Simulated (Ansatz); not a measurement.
Basis-set extrapolation for CH₉BN₂Si (PBE0-D4/def2-TZVP geometry, frozen core, Ansatz 0.2.0). Multiplicity 1, RHF reference.

```json
{"": "HF", "def2-TZVPP": "-465.696070", "def2-QZVPP": "-465.713843"}
{"": "MP2 correlation", "def2-TZVPP": "-0.846951", "def2-QZVPP": "-0.904389"}
{"": "CCSD(T) correlation", "def2-TZVPP": "-0.935539", "def2-QZVPP": "not run"}
```

Energies in hartree. Use E(X) = E(∞) + A·exp(−7.88·√X) for Hartree–Fock and E(X) = E(∞) + B·X^(−2.97) for correlation, with X = 3 and 4, and add CCSD(T) minus MP2 of the smaller set to the MP2 limit.

Q: What is the CCSD(T) energy at the basis-set limit?

A: HF limit: -465.713843 + (-0.017773) × 0.13774 = -465.71629. MP2 limit: -0.904389 + (-0.057438) × 0.74074 = -0.94694. Higher-order term: -0.935539 − (-0.846951) = -0.08859. Total: -466.75182 hartree, 75.4 kcal/mol below CCSD(T)/def2-TZVPP.
